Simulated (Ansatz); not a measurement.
`[BH2][Ga]([OH])[F]` + H₂ → `[OH][GaH][F]` + BH₃  (hydrogenolysis of a Ga–B bond)

Gas-phase electronic energies from Ansatz, PBE0-D4/def2-TZVP geometries. CCSD(T)/CBS is the MP2 limit (def2-TZVPP, def2-QZVPP) plus CCSD(T) − MP2 in def2-TZVPP, frozen cores. This one scheme is used for every species. DFT in def2-TZVPP. HSE06 is defined as in plane-wave codes. For Ga outer-core shells are correlated without core-valence functions, which leaves a few kJ/mol of doubt a bond. Scalar relativity is left out up to krypton. Each species was taken in one conformer, which may not be the lowest.

Problem. Is it downhill or uphill in electronic energy at CCSD(T)/CBS, and by how much? (An estimate is asked.)

Solution. The calculation gave: Downhill: ΔE = -2.7 kcal/mol.

Problem. What do these levels give: B97M-V, r2SCANh-D4, r2SCAN0-D4, HSE06-D4, CAM-B3LYP-D4, ωB97M-V, HSE06, LC-ωPBE, CCSD(T)/def2-SVP, MP2/def2-TZVPP, MP2/def2-QZVPP, SCS-MP2/def2-QZVPP? (An estimate is asked.)

Solution. The calculation gave: B97M-V -4.7, r2SCANh-D4 -3.0, r2SCAN0-D4 -3.6, HSE06-D4 -2.7, CAM-B3LYP-D4 -4.3, ωB97M-V -3.8, HSE06 -3.3, LC-ωPBE -3.9, CCSD(T)/def2-SVP -5.1, MP2/def2-TZVPP -3.9, MP2/def2-QZVPP -3.4, SCS-MP2/def2-QZVPP -4.7 kcal/mol.

Problem. What do rigid-rotor, harmonic-oscillator terms from PBE0-D4/def2-TZVP frequencies (298.15 K, 1 bar) make of the CCSD(T)/CBS value? (Estimate.)

Solution. Computed: ΔZPE = +1.9 kcal/mol, ΔH = -1.7 kcal/mol, ΔS = 14 J/(mol·K), ΔG = -2.7 kcal/mol.

Largest T1 diagnostic among the species: 0.015.

From BLYP to BHLYP (50 % exact exchange), in def2-TZVPP and without D4, ΔE moves by −2.8 kcal/mol. At CCSD(T), def2-SVP lies −2.4 kcal/mol from the extrapolated value and def2-TZVPP −1.2 kcal/mol. The D4 term adds +1.1 kcal/mol with B3LYP and +0.6 kcal/mol with PBE0; it sums over pairs of atoms, weighted by their polarisabilities, and B3LYP, whose exchange is more repulsive, gets the larger term.

B3LYP here is the variant with VWN-RPA as its local correlation; programs differ in this.
